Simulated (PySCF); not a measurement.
Identify the compound

An unknown has the formula C8H8FP. Its calculated NMR data are:

$^{1}$H NMR (500 MHz, computed): δ 8.96 (m, 1H), 7.71 (m, 1H), 7.44 (m, 1H), 7.33 (m, 1H), 7.32 (m, 1H), 2.19 (m, 3H).

$^{13}$C{$^{1}$H} NMR (computed): δ 201.6 (CH), 172.2 (C), 151.9 (C), 135.7 (CH), 132.7 (CH), 125.8 (CH), 121.1 (CH), 25.0 (CH3).

[PySCF 2.14.0 with density-fitted response routines: geometry from GFN2-xTB; PBE0/pcSseg-1 with gauge-including orbitals; in vacuum; a single conformation; one averaged value for each set of equivalent atoms; non-relativistic Hamiltonian]

δ = σ(ref) − σ, references computed at the same level: $^{1}$H and $^{13}$C against TMS.

Question: Which of these isomers gave the spectra?
A. C/C=P\c1cccc(F)c1
B. C=CPc1cccc(F)c1
C. Fc1ccccc1P1CC1
D. C/C=P\c1ccc(F)cc1

Answer: A. 

1. 8 carbon signals for 8 carbons: no two carbons are equivalent.
2. Carbon types of the structure: 2 × C, 5 × CH, 1 × CH3, which accounts for all hydrogens.
3. δC 201.6: carbon double-bonded to a heavier main-group atom.
4. δC 172.2: aromatic carbon bearing fluorine; σ withdrawal by the attached heteroatom moves it downfield of the ring CH carbons.
5. δC 151.9: substituted aromatic carbon.
6. δC 135.7, 132.7, 125.8, 121.1: aromatic CH.
7. δH 8.96: hydrogen on a carbon double-bonded to a heavier main-group atom.

The others: Fc1ccccc1P1CC1 would give 7 carbon signals, not 8; C=CPc1cccc(F)c1 would give 8 signals for carbon-bound and other non-exchanging H, not 6; C/C=P\c1ccc(F)cc1 would give 6 carbon signals, not 8.

Splittings by $^{19}$F and $^{31}$P in the carbon and heteronuclear signals aren't shown, as no couplings were computed. Shifts are as computed. Against solution values, carbons near 30 ppm lie about +3 ppm off and those near 130 ppm about +5 ppm. Of 1211 compounds with measured shifts, 218 miss one by over three times the rms of a fit or turn the order of signals round; such compounds aren't used in these exercises. No couplings were computed; multiplicities are counted from neighbouring protons, with m where these are inequivalent, close in shift, in a saturated or five-membered ring or joined by F or P, and br s for small geminal =CH2 splittings.
